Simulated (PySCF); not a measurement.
Geometry:
```json
{"atom": "C1", "x (Å)": "2.484", "y (Å)": "1.566", "z (Å)": "0.590"}
{"atom": "C2", "x (Å)": "1.649", "y (Å)": "0.768", "z (Å)": "0.005"}
{"atom": "C3", "x (Å)": "0.805", "y (Å)": "-0.050", "z (Å)": "-0.539"}
{"atom": "C4", "x (Å)": "-0.391", "y (Å)": "-0.632", "z (Å)": "0.185"}
{"atom": "C5", "x (Å)": "-0.271", "y (Å)": "-2.152", "z (Å)": "0.259"}
{"atom": "O6", "x (Å)": "-1.600", "y (Å)": "-0.338", "z (Å)": "-0.494"}
{"atom": "C7", "x (Å)": "-1.953", "y (Å)": "1.019", "z (Å)": "-0.464"}
{"atom": "H8", "x (Å)": "3.355", "y (Å)": "1.194", "z (Å)": "1.106"}
{"atom": "H9", "x (Å)": "2.358", "y (Å)": "2.637", "z (Å)": "0.572"}
{"atom": "H10", "x (Å)": "0.907", "y (Å)": "-0.357", "z (Å)": "-1.571"}
{"atom": "H11", "x (Å)": "-0.433", "y (Å)": "-0.208", "z (Å)": "1.204"}
{"atom": "H12", "x (Å)": "-0.241", "y (Å)": "-2.565", "z (Å)": "-0.746"}
{"atom": "H13", "x (Å)": "-1.133", "y (Å)": "-2.562", "z (Å)": "0.777"}
{"atom": "H14", "x (Å)": "0.636", "y (Å)": "-2.428", "z (Å)": "0.789"}
{"atom": "H15", "x (Å)": "-1.206", "y (Å)": "1.643", "z (Å)": "-0.968"}
{"atom": "H16", "x (Å)": "-2.906", "y (Å)": "1.102", "z (Å)": "-0.983"}
{"atom": "H17", "x (Å)": "-2.066", "y (Å)": "1.375", "z (Å)": "0.568"}
```

All values are calculated (PySCF 2.14): geometry from GFN2-xTB, PBE0/pcSseg-1 with gauge-including orbitals. One conformer, non-relativistic, no solvent, one averaged value for each set of equivalent atoms.

Scale: 13C (σref 186.93) vs TMS (reference shieldings calculated alike).

Q: Do the 13C shifts follow the atomic charges (in e)? Tabulate both.

A: 
| atoms | hybridisation | δ (ppm) | σ para (ppm) | Hirshfeld | IAO | Mulliken | ESP-fitted |
| --- | --- | --- | --- | --- | --- | --- | --- |
| C2 | sp | 220.3 | -298 | +0.00 | +0.03 | -0.09 | +0.16 |
| C3 | sp2 | 98.6 | -172 | -0.07 | -0.22 | -0.21 | -0.41 |
| C4 | sp3 | 83.0 | -142 | +0.05 | +0.11 | -0.00 | +0.56 |
| C1 | sp2 | 77.6 | -152 | -0.12 | -0.37 | -0.15 | -0.60 |
| C7 | sp3 | 58.5 | -118 | -0.05 | -0.20 | -0.01 | -0.14 |
| C5 | sp3 | 25.6 | -87 | -0.12 | -0.42 | -0.20 | -0.69 |

Correlation coefficients of δ with charge over these carbons: Hirshfeld +0.51, IAO +0.62, Mulliken +0.13, ESP-fitted +0.46; with the paramagnetic shielding -1.00. With so few points, grouped by hybridisation, these coefficients are fragile. Charge is one influence among several: hybridisation and low-lying excitations act through the paramagnetic term.

Shifts are as computed. Against solution values, carbons near 30 ppm lie about +3 ppm off and those near 130 ppm about +5 ppm (rms about the fit 2.1 ppm; single classes can miss by 10 ppm). Of 1328 compounds with measured shifts, 309 miss one by over three times the rms of a fit or turn the order of signals round; such compounds aren't used in these exercises. Signals without a measured value on file couldn't be tested in this way; 1H shifts scatter by 0.2 ppm about their fit, and single ones miss by 0.5 ppm.
